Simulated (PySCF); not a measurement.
Species: C₂H₆N₂SSi.
Numbering: `[N:1]#[C:2][CH2:3][Si@H:4]([NH2:5])[SH:6]` (hydrogens: H7, H8 on C3; H9 on Si4; H10, H11 on N5; H12 on S6)

Method: PBE0-D3(BJ)/def2-SVP geometry optimisation, gas phase in PySCF 2.14.0; density fitting, grid level 1; the optimiser is geomeTRIC in internal coordinates, started from a GFN2-xTB structure with every atom displaced at random (about 0.01 Å).

Step 0: E = -23843.4574 eV
```
atom  x, y, z in Å  |  force x, y, z in eV/Å
N1     -2.0023   -2.2365    0.4388    0.201   0.664  -0.080
C2     -1.7335   -1.1115    0.2940   -0.486  -1.399   0.150
C3     -1.3213    0.2407    0.1003    1.680  -0.363   0.144
Si4     0.4804    0.2126   -0.6815   -0.950   1.228   1.347
N5      1.3966   -0.7023    0.4079    0.374  -0.348   0.295
S6      1.3010    2.1988   -0.7250   -0.060  -0.046  -0.692
H7     -1.2840    0.7380    1.0754    0.075   0.249   0.095
H8     -1.9952    0.7533   -0.5469   -0.803   0.697  -0.752
H9      0.3666   -0.1458   -2.0652   -0.084  -0.355  -1.115
H10     2.4041   -0.7013    0.3427    0.224   0.024  -0.028
H11     1.0592   -1.5973    0.7297   -0.166  -0.287   0.124
H12     1.3971    2.3464    0.5964   -0.004  -0.062   0.510
```

Step 1: E = -23843.5361 eV
```
atom  x, y, z in Å  |  force x, y, z in eV/Å
N1     -2.1488   -2.1727    0.5714   -0.181  -1.221   0.129
C2     -1.7471   -1.1248    0.3219   -0.048   1.245   0.049
C3     -1.3041    0.2315    0.0758   -0.040  -0.024  -0.222
Si4     0.4637    0.2321   -0.6313    0.190   0.084  -0.363
N5      1.4535   -0.7347    0.3892   -0.283  -0.078   0.104
S6      1.2765    2.2067   -0.6964   -0.014   0.037   0.247
H7     -1.3250    0.7979    1.0242    0.055  -0.070  -0.078
H8     -2.0150    0.7236   -0.6234    0.320  -0.105   0.141
H9      0.4168   -0.1304   -2.0879   -0.142  -0.032   0.151
H10     2.4580   -0.6324    0.3319    0.116  -0.018  -0.035
H11     1.1841   -1.6849    0.6346    0.005   0.109  -0.006
H12     1.3560    2.2834    0.6564    0.021   0.073  -0.118
```

Step 2: E = -23843.5738 eV
```
atom  x, y, z in Å  |  force x, y, z in eV/Å
N1     -2.0965   -2.2041    0.5627    0.179   0.017  -0.089
C2     -1.7369   -1.1267    0.3288   -0.268   0.094   0.139
C3     -1.2911    0.2288    0.0719   -0.043  -0.149  -0.032
Si4     0.4671    0.2420   -0.6438    0.107   0.030  -0.086
N5      1.4254   -0.7361    0.3930    0.038   0.062   0.019
S6      1.2771    2.2233   -0.6886   -0.029  -0.026   0.032
H7     -1.3004    0.7954    1.0167    0.017   0.011  -0.002
H8     -1.9837    0.7238   -0.6289    0.043  -0.002   0.014
H9      0.3780   -0.1337   -2.0880   -0.016   0.016   0.021
H10     2.4352   -0.6652    0.3353    0.007  -0.052  -0.010
H11     1.1276   -1.6723    0.6494   -0.033   0.005   0.011
H12     1.3667    2.3199    0.6580   -0.002  -0.004  -0.016
```

Step 3: E = -23843.5833 eV
```
atom  x, y, z in Å  |  force x, y, z in eV/Å
N1     -2.0483   -2.2188    0.5505    0.106   0.121  -0.054
C2     -1.7359   -1.1224    0.3345   -0.121  -0.079   0.052
C3     -1.2919    0.2306    0.0724    0.035  -0.085   0.022
Si4     0.4700    0.2464   -0.6485   -0.016  -0.026   0.046
N5      1.4165   -0.7349    0.3963    0.090   0.069  -0.012
S6      1.2758    2.2278   -0.6882   -0.022  -0.009  -0.032
H7     -1.2946    0.8009    1.0146    0.000   0.029   0.004
H8     -1.9773    0.7271   -0.6299   -0.039   0.033  -0.025
H9      0.3645   -0.1323   -2.0880    0.025   0.017  -0.027
H10     2.4281   -0.6943    0.3319   -0.019  -0.042  -0.010
H11     1.0950   -1.6598    0.6642   -0.038  -0.012   0.015
H12     1.3668    2.3249    0.6567   -0.001  -0.015   0.021
```

Question: Estimate the geometry and energy of step 4. (The exact step hangs on the optimiser's Hessian estimate; all steps are aligned on step 3, rigid shifts and turns removed.)

Answer: E = -23843.5872 eV, largest force 0.081 eV/Å
```
atom  x, y, z in Å  |  force x, y, z in eV/Å
N1     -1.9986   -2.2289    0.5382    0.013   0.060  -0.006
C2     -1.7299   -1.1187    0.3377    0.006  -0.076  -0.010
C3     -1.2939    0.2350    0.0742    0.028   0.007   0.024
Si4     0.4693    0.2489   -0.6489   -0.047  -0.044   0.049
N5      1.4104   -0.7335    0.3999    0.054   0.033  -0.012
S6      1.2712    2.2296   -0.6900   -0.009   0.015  -0.021
H7     -1.2934    0.8109    1.0134   -0.010   0.014  -0.001
H8     -1.9782    0.7322   -0.6297   -0.033   0.015  -0.011
H9      0.3605   -0.1298   -2.0883    0.031   0.011  -0.023
H10     2.4217   -0.7250    0.3234   -0.012  -0.026  -0.015
H11     1.0650   -1.6465    0.6811   -0.024   0.000   0.013
H12     1.3646    2.3210    0.6554    0.004  -0.009   0.014
```

The energy changes by -0.0039 eV. The first-order estimate −F·Δx gives -0.0063 eV and the mean of the old and new forces, exact on a quadratic surface, -0.0039 eV. The step makes an angle of 74° with the force vector and moves no atom by more than 0.052 Å.

The cost below is that of the whole optimisation. On one thread of an Arm Neoverse V1, shared host with 64 logical CPUs at a one-minute load of 19, this took 55 s and 0.57 GiB of memory at its peak.
